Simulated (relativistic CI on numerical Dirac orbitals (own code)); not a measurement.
Mo⁴⁺: M2,3 absorption edge

Computed with this model: Dirac-Coulomb-Breit CI, separate exchange-only KLI orbitals for each configuration, a model potential for QED, valence Slater integrals scaled by 0.9, multiplet model of core-to-valence dipole absorption; configurations [Kr] 4d2 → [Ne] 3s2 3p5 3d10 4s2 4p6 4d3; 300 K; Lorentzian 1.2 eV and Gaussian 0.4 eV FWHM. Energies are those of the free ion, without screening or charge transfer. The branching ratio is the share of the lower-energy edge in the whole absorption, uncertain by about 0.02 where the edges overlap. S is read from ⟨S²⟩ = S(S + 1).

Field parameters in Wybourne normalisation: D4h B²₀ = −7Ds, B⁴₀ = 21(Dq − Dt), B⁴₄ = 21√(5/14) Dq. The field is a parameter set, without covalency.

Computed curve for D4h, 10Dq = 21850, Ds = 1710, Dt = -550 cm⁻¹, scaled to 100 at the maximum (points under 2 are left out and the grid is thinned):

```
Energy (eV)  Intensity
     395.50        2.1
     396.00        2.5
     396.50        3.0
     397.00        3.7
     397.50        4.6
     397.75        5.2
     398.25        7.0
     398.75        9.9
     399.25       15.8
     399.75       28.3
     400.25       47.2
     400.75       63.1
     401.25       76.3
     401.75       74.3
     402.25       77.4
     402.50       82.6
     403.00       97.8
     403.50       96.5
     404.00       82.8
     404.50       70.6
     405.00       53.2
     405.50       35.5
     406.00       22.1
     406.50       14.1
     407.00        9.7
     407.25        8.2
     407.75        6.3
     408.25        5.0
     408.75        4.1
     409.25        3.4
     409.75        3.0
     410.25        2.7
     410.75        2.6
     411.25        2.5
     411.75        2.2
     412.00        2.1
     414.75        2.2
     415.25        2.5
     415.75        3.1
     416.25        4.1
     416.75        6.1
     417.25       10.6
     417.75       18.9
     418.25       21.6
     418.75       21.1
     419.00       24.6
     419.50       34.5
     420.00       35.7
     420.50       34.0
     421.00       34.0
     421.50       30.2
     422.00       22.9
     422.50       21.4
     423.00       17.8
     423.50       11.6
     423.75        9.1
     424.25        5.6
     424.75        3.7
     425.25        2.7
     425.75        2.1
```

The ground state has S = 1.00, and the centroid lies at 407.64 eV.
